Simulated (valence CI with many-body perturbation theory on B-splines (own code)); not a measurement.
# Zn²⁵⁺ in brief

Method: configuration interaction combined with many-body perturbation theory (CI+MBPT): three valence electrons over a frozen Dirac-Fock core [He], radial functions for each j: 11 s, 11 p, 10 d, 8 f, 5 g, 2 h, with the one-electron correlation potential Σ1 (screened to all orders), the two-electron term Σ2, the three-electron term Σ3, Breit, model QED; selected single and double excitations, second order for the rest, scaled by the run's own slope (own B-spline code, finite nucleus).

No measured levels were compared; by estimate levels of excited configurations hold to 0.05 to 0.15 % of their energy, terms of the ground configuration to about 0.5 %.

Names give the largest LS component (configuration and term), which can be under half, so a name can repeat, a term be missing and a line seem to break the LS rules; names also repeat where a configuration has a term twice.

Rates and lifetimes use the calculated energies. Strong lines usually hold to 10 to 20 %, long lifetimes can be off by a factor of two.

Problem. What is the ground level?

Solution. 2s²2p ²P°_1/2, composition 98 % 2s²2p ²P°, g = 0.659.

Problem. Where does the other parity begin?

Solution. At 2s2p² ⁴P_1/2, 63.7 eV.

Problem. What is the ionisation energy?

Solution. 2492.1 eV; NIST lists 2491.5 ± 1.1 eV (semi-empirical).

Problem. Among levels below 2046.5 eV, which E1 lines absorb most strongly from the ground level?

Solution. to 2s²3d ²D_3/2 at 0.8537 nm, f = 0.681; to 2s2p3p ²D_3/2 at 0.8313 nm, f = 0.229; to 2s2p3p ²P_1/2 at 0.8344 nm, f = 0.152.

Problem. How is the term ²P° of the ground level split?

Solution. J = 1/2 at 0.0, J = 3/2 at 27.5 eV.
